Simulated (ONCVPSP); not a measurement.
**oxygen (O), ONCV: configuration errors across variants**

ONCVPSP 4.0.1 input, shortened (lines: element, Z, core and valence counts, functional; n l f; lmax; l rc ep ncon nbas qcut; lloc lpopt rc5 dvloc0; l nproj debl; icmod fcfact rcfact), Wu-Cohen, scalar-relativistic:

```
  O 8.00    1    2  -118130      upf
    1    0    2.00
    2    0    2.00
    2    1    4.00
    2
    0    0.75    0.00    4    8    7.80
    1    1.45    0.00    3    6    9.60
    2    1.35    0.10    4    8    6.20
    4    5    0.70    3.00
    0    3    4.00
    1    2    3.30
    2    2    2.10
    2    0.40    1.05
```

All-electron excitation energies from the reference (eV): (1) 2s2 2p3 16.409; (2) 2s2 2p2 49.979; (3) 2s2 2p1 103.824; (4) 2s2 2p0 180.638.

A true bound ghost makes a file unfit for plane-wave use even where its test errors are small: the radial tests pick states by their node count and pass the ghost by.

Errors AE − PS in meV (a dash: test not solved or not reliable):

```json
{"change": "base", "(1)": "+22", "(2)": "+182", "(3)": "+716", "(4)": "+1986", "bound ghosts": "s", "GHOST(+) flags above zero": "none"}
{"change": "p: qcut 5.9", "(1)": "+65", "(2)": "+484", "(3)": "–", "(4)": "+4680", "bound ghosts": "s", "GHOST(+) flags above zero": "none"}
{"change": "p: qcut 9.1", "(1)": "+25", "(2)": "+208", "(3)": "+808", "(4)": "+2229", "bound ghosts": "s", "GHOST(+) flags above zero": "none"}
{"change": "p: qcut 10.9", "(1)": "+17", "(2)": "+148", "(3)": "+588", "(4)": "+1652", "bound ghosts": "s", "GHOST(+) flags above zero": "none"}
{"change": "p: qcut 12.9", "(1)": "+15", "(2)": "+130", "(3)": "+520", "(4)": "+1467", "bound ghosts": "s", "GHOST(+) flags above zero": "none"}
{"change": "p: qcut 14.3", "(1)": "+14", "(2)": "+123", "(3)": "+493", "(4)": "+1399", "bound ghosts": "s", "GHOST(+) flags above zero": "none"}
```

Question: Give the same row for: p: qcut 7.6.

Answer: +39, +305, +1156, +3129; bound ghosts: s; GHOST(+) flags above zero: none.
